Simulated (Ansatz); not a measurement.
The same path of AlClF2H2 (6 atoms, charge 0, multiplicity 1) was run twice with different band settings. Lost on the way: Al1–H2, F5–H6. Made: H2–H6.

The calculation used RKS B3LYP-D4/def2-SVP in Ansatz.

Relaxed end points:

```xyz
6
Properties=species:S:1:pos:R:3
Al -0.076 0.061 0.090
H -0.071 0.609 1.571
F 1.386 -0.073 -0.702
Cl -1.808 0.188 -1.103
F -0.180 -1.850 0.775
H -0.111 -1.810 1.711
```

```xyz
6
Properties=species:S:1:pos:R:3
Al -0.085 -0.640 -0.263
H -0.045 0.168 1.839
F 1.381 0.091 -0.488
Cl -1.820 0.317 -0.897
F -0.130 -2.232 0.191
H -0.161 -0.580 1.960
```

Common settings: movable images 7; spring 5.0 eV/Å²; start path through a guess of the saddle point; force threshold 0.05 eV/Å; iteration limit 60; end points relaxed.

| run | climbing image | optimiser |
| --- | --- | --- |
| 1 | yes | quadratic models (default) |
| 2 | from the first iteration | lbfgs |

Task: What does each run give, and how far can it be trusted?

Result: Run 1: converged after 8 iterations, highest image 0.159 eV above the first end. A vibrational analysis at the climbing image gives one clearly imaginary mode, 693i cm⁻¹: a first-order saddle point.
Run 2: converged after 33 iterations, highest image 0.160 eV above the first end. Another band between the same ends (7 images) ends at a top of the same energy, where a vibrational analysis finds 1 clearly imaginary mode.
The orbitals stay closed-shell, which can raise the energy where a bond breaks towards radicals; this wasn't checked here.
